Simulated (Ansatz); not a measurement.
CH4BNO (`OC1BN1`), relaxed with RKS PBE0-D4/def2-TZVP in the Gaussian-basis code of Ansatz from a PBE-D4/def2-SVP geometry. The force threshold is 0.005 eV/Å; the program also tests the step.

Total charge 0; spin multiplicity 1.

Start:

```xyz
8

O     1.507   -0.187   -0.451
C     0.159   -0.461   -0.189
B    -0.927    0.604   -0.576
N    -0.560    0.431    0.728
H     2.051   -0.727    0.152
H    -0.057   -1.546   -0.072
H    -1.627    1.241   -1.319
H    -0.546    0.645    1.728
```

Task: By how much does the energy fall, and how many steps does the optimiser take? (An estimate is asked.)

Result: The calculation gave: 0.04 eV, in 5 steps.

Task: Which bonds change most? (Best estimate.)

Result: Ansatz gave: C2–H6 from 1.113 to 1.091 Å; B3–H7 from 1.204 to 1.183 Å; C2–B3 from 1.569 to 1.551 Å; N4–H8 from 1.023 to 1.005 Å.

Task: Give the relaxed structure. (An estimate is asked.)

Result: The calculation gave: 
```xyz
8

O     1.493   -0.191   -0.447
C     0.148   -0.460   -0.187
B    -0.923    0.597   -0.568
N    -0.556    0.427    0.719
H     2.038   -0.712    0.150
H    -0.059   -1.525   -0.069
H    -1.603    1.228   -1.302
H    -0.539    0.635    1.703
```
